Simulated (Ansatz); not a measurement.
Wavefunction ladder for C$_{2}$H$_{8}$AlFS (`[CH3][Al-]([CH3])([F])[SH2+]`)

Cartesian coordinates in Å:
```
C 0.2120 -1.7286 -0.3420
Al -0.0274 0.2025 -0.5560
C 1.3705 1.4983 -0.1315
F -1.1649 0.6731 -1.6977
S -1.7414 0.6663 1.3540
H 0.6610 -1.9841 0.6237
H -0.7281 -2.2813 -0.4327
H 0.8843 -2.1233 -1.1117
H 2.1782 1.4602 -0.8704
H 1.8273 1.3024 0.8441
H 0.9941 2.5253 -0.1226
H -2.7486 0.3424 0.5252
H -1.7170 -0.5532 1.9177
```

Total charge 0; spin multiplicity 1. The structure was optimised at the PBE0-D4/def2-TZVP level. It is one conformer, not always the lowest. Frozen core, restricted reference, the Gaussian-basis code of Ansatz. CBS rows extrapolate triple and quadruple zeta; past MP2 they add the triple-zeta difference.

| basis | HF (Eh) | MP2 corr. | CCSD corr. | (T) | CCSD(T) total |
| --- | --- | --- | --- | --- | --- |
| def2-SVP | -819.04386 | -0.69190 | -0.75377 | -0.01698 | -819.81461 |
| def2-TZVPP | ? | -0.88999 | ? | -0.03339 | ? |
| def2-QZVPP | -819.51051 | ? | – | – | – |
| CBS(def2) | ? | -1.01176 | -1.06790 | as TZ | ? |

**Question.** Fill in the withheld values. (Best estimate.)

**Answer.** Ansatz gave: def2-TZVPP HF (Eh): -819.48303; def2-TZVPP CCSD corr.: -0.94613; def2-TZVPP CCSD(T) total: -820.46255; def2-QZVPP MP2 corr.: -0.95994; CBS(def2) HF (Eh): -819.51429; CBS(def2) CCSD(T) total: -820.61558.
